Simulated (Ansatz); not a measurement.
A calculation with Ansatz (development build ahead of 0.2.0).

```yaml
crystal:
  periodic: [false, false, false]
  atoms:
    - { symbol: Co, position_ang: [0.0, 0.0, 0.0] }
    - { symbol: H, position_ang: [0.0, 1.3573, 0.494] }
    - { symbol: C, position_ang: [0.0, -1.7463, 0.6356] }
basis:
  gaussian: { orbitals: pcseg-2 }
magnetization:
  initial_magnetization: 4
hamiltonian:
  xc: pbe0
```

The input is written out in the form of the current development build from the run's settings.

The run gave:

```json
{"Converged": "yes", "Total energy": "-1420.98686 hartree", "Spin squared of the determinant": "6.000", "Stability test": "minimum among restricted orbitals"}
```

Caution: no unrestricted run beside it, a lower state can exist; other spin multiplicities were not run.
